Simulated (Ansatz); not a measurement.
Reactions of H$_{6}$O$_{2}$SSi$_{2}$, SMILES `O[SiH2]O[SiH2]S`.

Calculated with Ansatz (gas phase, PBE0-D4/def2-TZVP geometries, no zero-point term in ΔE). CCSD(T)/CBS is the MP2 limit (def2-TZVPP, def2-QZVPP) plus CCSD(T) − MP2 in def2-TZVPP, frozen cores. This one scheme is used for every species. Open shells (•) are unrestricted, without spin–orbit coupling. Each species was taken in one conformer, which may not be the lowest.

(1) Order these by ΔE at CCSD(T)/CBS, lowest first. (Estimate.)
A. `O[SiH2]O[SiH2]S` + `BCl` → `S[SiH2]BCl` + `O[SiH2]O`
B. `O[SiH2]O[SiH2]S` + SiH₄ → `[SiH3][SiH2]O[SiH2]S` + H₂O
C. `O[SiH2]O[SiH2]S` → `[SH]`• + `O[SiH2]O[SiH2]`•
D. `O[SiH2]O[SiH2]S` + `N[SiH](O)Cl` → `O[SiH2]N[SiH](O)Cl` + `O[SiH2]S`
E. `O[SiH2]O[SiH2]S` + `O[SiH](F)F` → `F[SiH](F)O[SiH2]S` + `O[SiH2]O`
F. `O[SiH2]O[SiH2]S` + H–F → `O[SiH2]O[SiH2]F` + H₂S
G. `O[SiH2]O[SiH2]S` + `O[SiH](O)S` → `O[SiH2]S[SiH](O)O` + `O[SiH2]S`

Largest T1 diagnostic: 0.014, for `O[SiH2]O[SiH2]`•.

Answers

(1) F (-0.84 eV), E (+0.06 eV), G (+0.50 eV), D (+0.61 eV), B (+1.22 eV), A (+1.41 eV), C (+4.25 eV).
